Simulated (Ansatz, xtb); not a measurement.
## Two structures of BGaH3NSn

Structure X is a singlet given by its coordinates and structure Y is a singlet given by its coordinates. Both are isolated molecules in the gas phase, relaxed with PBE0-D3(BJ)/def2-SVP.

X (Å):

```yaml
atoms:
  - { symbol: B, position_ang: [0.9741, 1.5726, 3.3761] }
  - { symbol: Ga, position_ang: [1.8775, -1.4555, 3.0889] }
  - { symbol: N, position_ang: [1.1703, 0.5439, 2.6620] }
  - { symbol: Sn, position_ang: [1.0426, -0.2334, 0.5850] }
  - { symbol: H, position_ang: [0.4616, -1.7266, 1.5350] }
  - { symbol: H, position_ang: [0.7998, 2.5190, 4.0672] }
  - { symbol: H, position_ang: [2.6220, -1.0452, 1.1472] }
```

Close contacts (Å): B1–N3 1.27, Ga2–N3 2.16, Ga2–Sn4 2.91, N3–Sn4 2.22, B1–H6 1.18, Ga2–H5 2.12, Ga2–H7 2.12, Sn4–H5 1.86, Sn4–H7 1.86.

Y (Å):

```xyz
7

B    -1.2435    0.4580    1.3904
Ga   -2.0679    1.2777   -0.8596
N    -2.3305    1.2557    1.0698
Sn   -0.4149   -0.4060    3.3549
H    -0.5927    0.1038    0.3710
H    -2.9754    1.6344    1.7542
H     0.7500    0.9426    3.4254
```

Close contacts (Å): B1–Ga2 2.53, B1–N3 1.39, B1–Sn4 2.30, Ga2–N3 1.95, B1–H5 1.26, N3–H6 1.01, Sn4–H7 1.78.

Question: Estimate which is lower in electronic energy at CCSD(T)/def2-SVP + ΔMP2/def2-TZVPP, and by roughly how much.

Answer: The CCSD(T)/def2-SVP + ΔMP2/def2-TZVPP calculation puts structure X lower, by 30.1 kJ/mol.

How the difference moves with the method:

| level | geometry | E(Y) − E(X) (kJ/mol) | departure from the last row (kJ/mol) | job, with rough time for the two |
| --- | --- | --- | --- | --- |
| PBE0-D3(BJ)/def2-SVP | PBE0-D3(BJ)/def2-SVP | +11.4 | −18.7 | optimisation, 77 s |
| HF/def2-SVP | PBE0-D3(BJ)/def2-SVP | −2.5 | −32.6 | part of the CCSD(T) run |
| MP2/def2-SVP | PBE0-D3(BJ)/def2-SVP | +26.2 | −3.9 | part of the CCSD(T) run |
| CCSD(T)/def2-SVP | PBE0-D3(BJ)/def2-SVP | +16.4 | −13.8 | single point |
| CCSD(T)/def2-SVP + ΔMP2/def2-TZVPP | PBE0-D3(BJ)/def2-SVP | +30.1 |  | single point, 38 s |

HF/def2-SVP puts the two in the other order. The largest departure from CCSD(T)/def2-SVP + ΔMP2/def2-TZVPP is that of HF/def2-SVP, 32.6 kJ/mol. Levels run at GFN2-xTB geometries aren't shown. The last row adds to CCSD(T) the change of the MP2 difference between the two basis sets, here +13.8 kJ/mol, a large step that makes the value less sure.

With harmonic frequencies from PBE0-D3(BJ)/def2-SVP (ideal gas, rigid rotor, one conformer each, 400 K, 1 atm): on the last row, ΔE + ΔZPE = +41.3, ΔH = +40.9, ΔG = +40.2 kJ/mol.

The correlated steps freeze 15 core orbitals; the filled d shell of Ga and Sn is correlated, in a basis made for valence electrons. Atoms past krypton carry core potentials in the def2 sets and no spin–orbit term is included. Mirror images aren't counted in ΔG. Codes used: Ansatz 0.2.0; the last row on 1 thread of Intel(R) Xeon(R) 6975P-C (Granite Rapids) on a shared host.
